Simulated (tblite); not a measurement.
Parent: `[CH3:1][C:2](=[O:3])[Si@@H:4]1[CH:5]=[CH:6][CH2:7][SiH2:8]1` with C1–C2–Si4–C5 39°, C5H10OSi2.

Structures optimised with GFN2-xTB, isolated species. One conformer each, not checked by frequencies here.

```tsv
coordinate of the parent	value
C1–C2	1.506 Å
C2=O3	1.210 Å
C2–Si4	1.924 Å
Si4–C5	1.889 Å
C5=C6	1.329 Å
C6–C7	1.496 Å
C7–Si8	1.920 Å
Si4–Si8	2.313 Å
C1–C2–O3	122.4°
C1–C2–Si4	117.4°
O3–C2–Si4	120.2°
C2–Si4–C5	110.1°
C2–Si4–Si8	115.6°
C5–Si4–Si8	91.8°
Si4–C5–C6	118.5°
C5–C6–C7	124.1°
C6–C7–Si8	111.7°
Si4–Si8–C7	93.6°
```

Problem. How does the shared frame change in `[CH3:1][C:2](=[O:3])[Si@@:4]1([Cl:5])[CH:6]=[CH:7][CH2:8][SiH2:9]1` with C1–C2–Si4–Cl5 -11°, C5H9ClOSi2? Atoms pair as C1 = C1, C2 = C2, O3 = O3, Si4 = Si4, C5 = C6, C6 = C7, C7 = C8, Si8 = Si9 (parent first).

Solution. 
```
    parent    relative  value in the relative  change
     C1–C2       C1–C2                1.502 Å  -0.004
     C2=O3       C2=O3                1.211 Å  +0.001
    C2–Si4      C2–Si4                1.934 Å  +0.010
    Si4–C5      Si4–C6                1.890 Å  +0.001
     C5=C6       C6=C7                1.330 Å  +0.001
     C6–C7       C7–C8                1.496 Å   0.000
    C7–Si8      C8–Si9                1.921 Å  +0.001
   Si4–Si8     Si4–Si9                2.311 Å  -0.002
  C1–C2–O3    C1–C2–O3                 122.7°    +0.3
 C1–C2–Si4   C1–C2–Si4                 119.2°    +1.8
 O3–C2–Si4   O3–C2–Si4                 118.1°    -2.1
 C2–Si4–C5   C2–Si4–C6                 107.7°    -2.4
C2–Si4–Si8  C2–Si4–Si9                 113.3°    -2.3
C5–Si4–Si8  C6–Si4–Si9                  92.4°    +0.6
 Si4–C5–C6   Si4–C6–C7                 117.7°    -0.8
  C5–C6–C7    C6–C7–C8                 124.4°    +0.3
 C6–C7–Si8   C7–C8–Si9                 112.0°    +0.3
Si4–Si8–C7  Si4–Si9–C8                  93.1°    -0.5
```

Of the parent's bonds, C2–Si4 changes most (+0.010 Å). Bonds of the relative outside the shared frame: Si4–Cl5 2.048 Å. Point group C1 → C1.

The numbers are calculated, not measured.
